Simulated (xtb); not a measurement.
xtb input:

```bash
xtb mol.xyz --gfn 2 --ohess tight --chrg 0 --uhf 0
```
mol.xyz:
```
15

C     -2.85236367    -0.54837439     0.21055802
O     -1.49832535    -0.23458164    -0.18515408
C     -0.97012805     0.83742728     0.49724371
Si     0.78273710     1.03802969    -0.15168074
Si     1.94773377    -1.03814402    -0.14653282
H     -2.92182573    -0.77365278     1.23416679
H     -3.50681360     0.35952062    -0.00059493
H     -3.24226938    -1.34954552    -0.41386804
H     -1.54834835     1.72756902     0.35590042
H     -0.95508036     0.68093877     1.59913099
H      1.55174087     2.06006499     0.66246512
H      0.79036523     1.60182887    -1.58842582
H      1.71457485    -1.60654648     1.24491864
H      3.37744284    -0.82585222    -0.38310331
H      1.35593985    -1.93210641    -1.12363458
```

Q: Predict the final energy.

A: -16.87474 Eh (GFN2-xTB).
